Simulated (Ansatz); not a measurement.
Isolated molecules relaxed with PBE0-D4/def2-TZVP in Ansatz; ΔE leaves out vibrations. CCSD(T)/CBS adds triple-zeta CCSD(T) − MP2 to the extrapolated MP2 energy (def2 sets, frozen cores). This one scheme is used for every species. DFT in def2-TZVPP. B3LYP here is the variant with VWN-RPA as its local correlation; programs differ in this. One conformer a species, not always the lowest.

`[SiH3]C1N[SiH2]1` + `OCO` → `OCO[SiH3]` + `C1N[SiH2]1`  (ligand exchange at the Si–C bond)

CCSD(T)/CBS gives -67.8 kJ/mol.

**Question.** Another level gave -56.7 kJ/mol. Which?
A. PBE-D4/def2-TZVPP
B. HF/def2-TZVPP
C. B3LYP/def2-TZVPP
D. r2SCAN/def2-TZVPP

**Answer.** A. PBE-D4 -56.7, HF/def2-TZVPP -91.9, r2SCAN -68.8, B3LYP -76.4 kJ/mol.

Largest T1 diagnostic among the species: 0.013.

From PBE to PBE0 (25 % exact exchange), in def2-TZVPP and without D4, ΔE moves by −4.1 kJ/mol. In def2-TZVPP, CCSD(T) changes the Hartree–Fock value by +23.2 kJ/mol (the triples alone add +3.7 kJ/mol) and MP2 by +22.9 kJ/mol. The D4 term adds +5.1 kJ/mol with B3LYP and +2.7 kJ/mol with PBE0; it sums over pairs of atoms, weighted by their polarisabilities, and B3LYP, whose exchange is more repulsive, gets the larger term.
